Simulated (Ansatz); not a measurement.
`O=C(S)[NH][GeH3]` + H₂ → `O=C[NH][GeH3]` + H₂S at 500 K and 1 bar (hydrogenolysis of a C–S bond).

Isolated molecules relaxed with PBE0-D4/def2-TZVP in Ansatz; ΔE leaves out vibrations. CCSD(T)/CBS is the MP2 limit (def2-TZVPP, def2-QZVPP) plus CCSD(T) − MP2 in def2-TZVPP, frozen cores. This one scheme is used for every species. For Ge outer-core shells are correlated without core-valence functions, which leaves a few kJ/mol of doubt a bond. Scalar relativity is left out up to krypton. One conformer a species, not always the lowest.

| species | CCSD(T)/CBS energy (Eh) | H − E (kJ/mol) | S (J/(mol·K)) |
| --- | --- | --- | --- |
| `O=C(S)[NH][GeH3]` | -2644.83638 | 204.0 | 426.1 |
| H₂ | -1.17544 | 41.0 | 145.5 |
| `O=C[NH][GeH3]` | -2247.05298 | 195.4 | 372.4 |
| H₂S | -398.97279 | 57.0 | 224.0 |

H − E and S are ideal-gas, rigid-rotor, harmonic terms from PBE0-D4/def2-TZVP, for one conformer and one mirror image of each species. The MP2-based limit puts H₂ 0.8 mEh under its directly extrapolated value; such offsets cancel only in part. 1 Eh = 2625.50 kJ/mol, R = 8.31446 J/(mol·K).

Q: By hand: ΔE, ΔH, ΔS and ΔG.

A: ΔE = (-2247.05298) + (-398.97279) − (-2644.83638) − (-1.17544) = -0.01395 Eh = -36.6 kJ/mol. Δ(H − E) = 195.4 + 57.0 − 204.0 − 41.0 = 7.4, so ΔH = -29.2 kJ/mol. ΔS = 372.4 + 224.0 − 426.1 − 145.5 = 24.8 J/(mol·K). ΔG = -29.2 − 500 × (24.8)/1000 = -41.6 kJ/mol.

Q: By hand: the equilibrium constant, and the temperature at which ΔG would vanish if ΔH and ΔS stayed fixed.

A: log₁₀ K = −ΔG/(RT ln 10) = 4.3. ΔH and −TΔS have one sign here, so there is no such temperature.

TΔS isn't small against ΔH here. A doubt of 5 kJ/mol in ΔE shifts log₁₀ K by 0.5 here. Other conformers and mirror images would add mixing entropy, several J/(mol·K) or more a flexible species. These are equilibria of isolated gas molecules and say nothing of rates. Largest T1 diagnostic: 0.015 (customary marks: 0.02 for closed shells, 0.045 for open ones).
